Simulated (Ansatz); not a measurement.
Basis-set extrapolation for CH5AlBClO (`O[B]([AlH2])CCl`) (PBE0-D4/def2-TZVP geometry, frozen core, the Gaussian-basis code of Ansatz). Multiplicity 1, RHF reference.

```json
{"": "HF", "def2-TZVPP": "-841.846778", "def2-QZVPP": "-841.873052"}
{"": "MP2 correlation", "def2-TZVPP": "-0.778518", "def2-QZVPP": "-0.841061"}
{"": "CCSD(T) correlation", "def2-TZVPP": "-0.862707", "def2-QZVPP": "not run"}
```

Energies in hartree. Use E(X) = E(∞) + A·exp(−7.88·√X) for Hartree–Fock and E(X) = E(∞) + B·X^(−2.97) for correlation, with X = 3 and 4, and add CCSD(T) minus MP2 of the smaller set to the MP2 limit.

Task: What is the CCSD(T) energy at the basis-set limit?

Result: HF limit: -841.873052 + (-0.026274) × 0.13774 = -841.87667. MP2 limit: -0.841061 + (-0.062543) × 0.74074 = -0.88739. Higher-order term: -0.862707 − (-0.778518) = -0.08419. Total: -842.84825 hartree, 3.78 eV below CCSD(T)/def2-TZVPP.
